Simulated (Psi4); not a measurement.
C4H11BBrN (SMILES CCB(Br)N(C)C), singlet, at a GFN2-xTB geometry, atoms displaced at random by about 0.08 Å a coordinate; B3LYP/STO-3G, gradient in Psi4.

Input for Psi4:
```
memory 2 GB

molecule mol {
0 1
  B    -0.201541    0.187324   -0.357299
  Br    0.457502   -1.157177    0.824528
  C    -0.612365   -0.165750   -1.857969
  C    -0.483520   -1.564400   -2.227968
  H     0.085441    0.547437   -2.601161
  H    -1.455839    0.294040   -2.164603
  H    -1.245549   -2.030079   -1.771951
  H     0.630959   -2.008155   -2.049520
  H    -0.761269   -1.694157   -3.319114
  N    -0.153275    1.529449    0.293309
  C     0.117723    1.956376    1.549370
  C    -0.530838    2.756276   -0.545405
  H     1.229751    2.624222    1.589446
  H    -0.766595    2.502855    2.066171
  H     0.522529    1.107899    2.101650
  H    -1.387365    3.223578   -0.259480
  H     0.291153    3.539429   -0.707104
  H    -0.793486    2.383689   -1.676957
symmetry c1
no_reorient
no_com
}

set basis sto-3g
set reference rks

gradient('b3lyp')
print_variables()
```

What the program printed (banner, timings and long lists left out):

```
gradient() will perform analytic gradient computation.

   => Loading Basis Set <=

    Name: STO-3G
    Role: ORBITAL
    Keyword: BASIS

         ---------------------------------------------------------
                                   SCF
               by Justin Turney, Rob Parrish, Andy Simmonett
                          and Daniel G. A. Smith
                              RKS Reference
         ---------------------------------------------------------

  ==> Geometry <==

    Molecular point group: c1
    Full point group: C1

    Geometry (in Angstrom), charge = 0, multiplicity = 1:

       Center              X                  Y                   Z               Mass
    ------------   -----------------  -----------------  -----------------  -----------------
         B           -0.201541000000     0.187324000000    -0.357299000000    11.009305360000
         BR           0.457502000000    -1.157177000000     0.824528000000    78.918337600000
         C           -0.612365000000    -0.165750000000    -1.857969000000    12.000000000000
         C           -0.483520000000    -1.564400000000    -2.227968000000    12.000000000000
         H            0.085441000000     0.547437000000    -2.601161000000     1.007825032230
         H           -1.455839000000     0.294040000000    -2.164603000000     1.007825032230
         H           -1.245549000000    -2.030079000000    -1.771951000000     1.007825032230
         H            0.630959000000    -2.008155000000    -2.049520000000     1.007825032230
         H           -0.761269000000    -1.694157000000    -3.319114000000     1.007825032230
         N           -0.153275000000     1.529449000000     0.293309000000    14.003074004430
         C            0.117723000000     1.956376000000     1.549370000000    12.000000000000
         C           -0.530838000000     2.756276000000    -0.545405000000    12.000000000000
         H            1.229751000000     2.624222000000     1.589446000000     1.007825032230
         H           -0.766595000000     2.502855000000     2.066171000000     1.007825032230
         H            0.522529000000     1.107899000000     2.101650000000     1.007825032230
         H           -1.387365000000     3.223578000000    -0.259480000000     1.007825032230
         H            0.291153000000     3.539429000000    -0.707104000000     1.007825032230
         H           -0.793486000000     2.383689000000    -1.676957000000     1.007825032230

  Running in c1 symmetry.

  Rotational constants: A =      0.06378  B =      0.04491  C =      0.02694 [cm^-1]
  Rotational constants: A =   1912.11781  B =   1346.30468  C =    807.69998 [MHz]
  Nuclear repulsion =  499.810468061832637

  Charge       = 0
  Multiplicity = 1
  Electrons    = 82
  Nalpha       = 41
  Nbeta        = 41

  ==> Algorithm <==

  SCF Algorithm Type is DF.
  DIIS enabled.
  MOM disabled.
  Fractional occupation disabled.
  Guess Type is SAD.
  Energy threshold   = 1.00e-08
  Density threshold  = 1.00e-08
  Integral threshold = 1.00e-12

  ==> Primary Basis <==

  Basis Set: STO-3G
    Blend: STO-3G
    Number of shells: 37
    Number of basis functions: 59
    Number of Cartesian functions: 60
    Spherical Harmonics?: true
    Max angular momentum: 2

  ==> DFT Potential <==

   => LibXC <=

    Version 7.1.2
    S. Lehtola, C. Steigemann, M. J. T. Oliveira, and M. A. L. Marques,  SoftwareX 7, 1–5 (2018) (10.1016/j.softx.2017.11.002)

   => Composite Functional: B3LYP <=

    B3LYP Hyb-GGA Exchange-Correlation Functional

    P. J. Stephens, F. J. Devlin, C. F. Chabalowski, and M. J. Frisch,  J. Phys. Chem. 98, 11623 (1994) (10.1021/j100096a001)

    Deriv               =              1
    GGA                 =           TRUE
    Meta                =          FALSE

    Exchange Hybrid     =           TRUE
    MP2 Hybrid          =          FALSE

   => Exchange Functionals <=

    0.0800   Slater exchange
    0.7200         Becke 88

   => Exact (HF) Exchange <=

[...]
  @DF-RKS Final Energy: -2781.71366550745870
    Total Energy =                      -2781.7136655074586997
[...]

  Nuclear repulsion =  499.810468061832637

  ==> Basis Set <==

  Basis Set: STO-3G
    Blend: STO-3G
    Number of shells: 37
    Number of basis functions: 59
    Number of Cartesian functions: 60
    Spherical Harmonics?: true
    Max angular momentum: 2

  ==> DFJKGrad: Density-Fitted SCF Gradients <==

    Gradient:                    1
    J tasked:                  Yes
    K tasked:                  Yes
    wK tasked:                  No
    Integrals threads:           1
    Schwarz Cutoff:          1E-12
    Fitting Condition:       1E-10

   => Auxiliary Basis Set <=

  Basis Set: (STO-3G AUX)
    Blend: DEF2-UNIVERSAL-JKFIT
    Number of shells: 276
    Number of basis functions: 916
    Number of Cartesian functions: 1129
    Spherical Harmonics?: true
    Max angular momentum: 5

  ==> DFT Potential <==

   => LibXC <=

    Version 7.1.2
    S. Lehtola, C. Steigemann, M. J. T. Oliveira, and M. A. L. Marques,  SoftwareX 7, 1–5 (2018) (10.1016/j.softx.2017.11.002)

   => Composite Functional: B3LYP <=

    B3LYP Hyb-GGA Exchange-Correlation Functional

    P. J. Stephens, F. J. Devlin, C. F. Chabalowski, and M. J. Frisch,  J. Phys. Chem. 98, 11623 (1994) (10.1021/j100096a001)

    Deriv               =              1
    GGA                 =           TRUE
    Meta                =          FALSE

    Exchange Hybrid     =           TRUE
    MP2 Hybrid          =          FALSE

   => Exchange Functionals <=

    0.0800   Slater exchange
    0.7200         Becke 88

   => Exact (HF) Exchange <=

    0.2000               HF

   => Correlation Functionals <=

    0.1900   Vosko, Wilk & Nusair (VWN5_RPA)
    0.8100   Lee, Yang & Parr

   => LibXC Density Thresholds  <==

    XC_HYB_GGA_XC_B3LYP:  1.00E-15

   => Molecular Quadrature <=

    Radial Scheme          =       TREUTLER
    Pruning Scheme         =           NONE
    Nuclear Scheme         =       TREUTLER

    Blocking Scheme        =         OCTREE
    BS radius alpha        =              1
    Pruning alpha          =              1
    Radial Points          =             75
    Spherical Points       =            302
    Total Points           =         376561
    Total Blocks           =           2805
    Max Points             =            256
    Max Functions          =             54
    Weights Tolerance      =       1.00E-15

  -Total Gradient:
     Atom            X                  Y                   Z
    ------   -----------------  -----------------  -----------------
       1       -0.013417267999    -0.039588626137    -0.044176017603
       2        0.001451581263     0.008239321223     0.001319958597
       3       -0.129615494701    -0.103310547223     0.005002588417
       4       -0.100197535190     0.033075187591     0.091826780812
       5        0.020480555319     0.044735402443    -0.045491286253
       6        0.095697744320    -0.024122464174     0.014722975270
       7        0.059660604935     0.067084381071    -0.057721026645
       8        0.068462251643    -0.019058074130     0.004848497461
       9       -0.016296287132    -0.002055924584    -0.016090807814
      10        0.048246617245     0.024924370490     0.168393090435
      11       -0.101142456352    -0.065559624871    -0.121727971142
      12       -0.064861361516     0.057579489513     0.121510439509
      13        0.080407686606     0.022583673106     0.004842053930
      14       -0.032485568805     0.013973210406     0.010603302523
      15        0.016451797326     0.015458615225    -0.019609296753
      16        0.070227531615    -0.038614729680    -0.039526704629
      17        0.013968407223     0.023675695324    -0.016178702582
      18       -0.017135929051    -0.018819969174    -0.062404938224

  Variable Map:
  ----------------------------------------------------------------------------
[...]
  Array Variable Map:
  ----------------------------------------------------------------------------
[...]
[...]
```
